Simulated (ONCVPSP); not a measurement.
**boron, ONCV: configuration errors across variants**

```
Element                 : B
Generator               : ONCVPSP 4.0.1
Type                    : optimised norm-conserving Vanderbilt (ONCV)
Functional              : PW91
Relativity              : scalar-relativistic
Frozen core             : [He]
Valence charge          : 3
Reference configuration : 2s2 2p1
Partial waves           : 2s: rc 1.20 bohr, ncon 5, nbas 10, qcut 4.4 1/bohr, 2 projectors, debl 2.6 Ha; 2p: rc 2.80 bohr, ncon 4, nbas 8, qcut 3.8 1/bohr, 2 projectors, debl 0.4 Ha
Local potential         : polynomial inside 0.90 bohr (lpopt 5, dvloc0 3 Ha)
Core correction         : Teter function, fcfact 2.75, rcfact 1.3
```

All-electron excitation energies from the reference (eV): (1) 2s2 2p0 8.268; (2) 2s1 2p0 33.736; (3) 2s2 2p0.5 2.911; (4) 2s1 2p1 14.407.

Errors AE − PS in meV (a dash: test not solved or not reliable):

| change | (1) | (2) | (3) | (4) | bound ghosts | GHOST(+) flags above zero |
| --- | --- | --- | --- | --- | --- | --- |
| base | +95 | +307 | +14 | -38 | none | none |
| p: qcut 3.2 | +128 | +395 | +20 | -50 | none | none |
| p: qcut 3.6 | +104 | +332 | +16 | -42 | none | none |
| p: qcut 4.2 | +80 | +266 | +12 | -33 | none | none |
| p: qcut 4.8 | +64 | +221 | +9.4 | -26 | none | none |
| p: qcut 5.6 | +51 | +183 | +7.2 | -20 | none | none |

Problem. Give the same row for: p: qcut 2.4.

Solution. +192, +561, +30, -70; bound ghosts: none; GHOST(+) flags above zero: none.
